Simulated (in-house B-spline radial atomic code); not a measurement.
# Ionising the gold ion Au³⁺ with different functionals

Computed with a radial B-spline atomic code at the basis-set limit: four-component Dirac-Coulomb Hamiltonian, Fermi nucleus of rms radius 5.4371 fm, spin-restricted, spherical fractional occupations for the functionals. The ionisation energy is the difference of two self-consistent energies, [Xe] 4f14 5d8 → [Xe] 4f14 5d7, without Breit or QED terms; ε is the level of the shell that loses the electron (mean over j). The electron is taken from both j subshells in proportion to 2j + 1, so the result is a j average, not the step between ground levels.

Hybrids are left out here: with spherical fractional occupations of an open shell their exact exchange keeps a self-interaction that integer-occupation calculations don't have.

| method | rung | ΔSCF (eV) | -ε(5d) (eV) |
| --- | --- | --- | --- |
| LDA VWN5 | LDA | 48.00 | 40.91 |
| relativistic LDA | LDA | 48.01 | 40.92 |
| LDA PW92 | LDA | 47.99 | 40.90 |
| LDA exchange-only | LDA | 46.35 | 39.30 |
| PBE | GGA | 47.69 | 40.61 |
| PBEsol | GGA | 47.73 | 40.64 |
| BLYP | GGA | 47.55 | 40.48 |
| RPBE | GGA | 47.62 | 40.53 |
| PW91 | GGA | 47.78 | 40.69 |
| BP86 | GGA | 47.80 | 40.72 |
| AM05 | GGA | 47.73 | 40.64 |
| OLYP | GGA | 47.82 | 40.70 |

(1) How do they compare with the NIST value?

## Answers

(1) NIST lists 45 eV ± 1.7 (tabulated theory, ground level to ground level). Errors run from +1.35 to +3.01 eV; all lie within about twice that uncertainty, so the table can't rank the methods.
